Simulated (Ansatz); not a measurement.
TiSi₂ was relaxed with PBE0-D4 (def2-TZVP) in Ansatz in these states: neutral quintet, neutral triplet. The geometries follow in no particular order.

A:

```xyz
3

Ti    1.4149   -0.0743   -0.0422
Si   -0.7213   -0.6935    0.8418
Si   -0.6936    0.7678   -0.7996
```

B:

```xyz
3

Ti    0.456    1.092    1.001
Si   -0.699   -1.084    0.301
Si    0.243   -0.007   -1.302
```

Task: Judge from the bond lengths which geometry belongs to which state (an estimate).

Result: A is the neutral triplet (Ti1–Si2 2.393 Å, Ti1–Si3 2.393 Å, Si2–Si3 2.198 Å); B is the neutral quintet (Ti1–Si2 2.561 Å, Ti1–Si3 2.561 Å, Si2–Si3 2.148 Å).

At PBE0-D4/def2-TZVP a triplet lies 0.84 eV below the neutral quintet. These are the stationary points nearest to one start from a short search; other shapes may lie lower in each state.
